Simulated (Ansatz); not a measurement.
One change: `[NH2][Ti]([Cl])([Cl])[Cl]` becomes `C[SiH2][S][Ti]([Cl])([Cl])[Cl]`.

Ansatz, PBE0-D4/def2-TZVP geometries, multiplicity 1. Each molecule was computed in one conformer, which needn't be the lowest.

Scalar relativity is left out up to krypton.

| property | `[NH2][Ti]([Cl])([Cl])[Cl]` |
| --- | --- |
| HOMO energy (PBE0/def2-TZVPP) / eV | -8.50 |
| zero-point energy (PBE0-D4/def2-TZVP) / kJ/mol | 75.3 |
| size of the dipole moment (PBE/def2-TZVPP) / D | 2.89 |
| HOMO–LUMO gap (PBE0/def2-TZVPP) / eV | 5.34 |
| LUMO energy (ωB97M-V/def2-TZVPP) / eV | -0.97 |
| HOMO energy (ωB97M-V/def2-TZVPP) / eV | -10.75 |

Give the same properties after the change, and the shifts. (Estimate.)

Ansatz gave: 
```
                                      property  `C[SiH2][S][Ti]([Cl])([Cl])[Cl]`  shift
            HOMO energy (PBE0/def2-TZVPP) / eV                             -8.09   0.41
zero-point energy (PBE0-D4/def2-TZVP) / kJ/mol                             160.3   85.0
size of the dipole moment (PBE/def2-TZVPP) / D                              2.14  -0.75
          HOMO–LUMO gap (PBE0/def2-TZVPP) / eV                              4.65  -0.69
         LUMO energy (ωB97M-V/def2-TZVPP) / eV                             -1.33  -0.36
         HOMO energy (ωB97M-V/def2-TZVPP) / eV                            -10.18   0.57
```

With PBE0 the HOMO rises by 0.41 eV and the LUMO falls by 0.28 eV, so the gap narrows by about 0.69 eV. PBE moves the HOMO by 0.19 eV and ωB97M-V by 0.57 eV. The zero-point energy changes by 85.0 kJ/mol with +15 modes. Dipoles are sizes alone; their direction can turn.
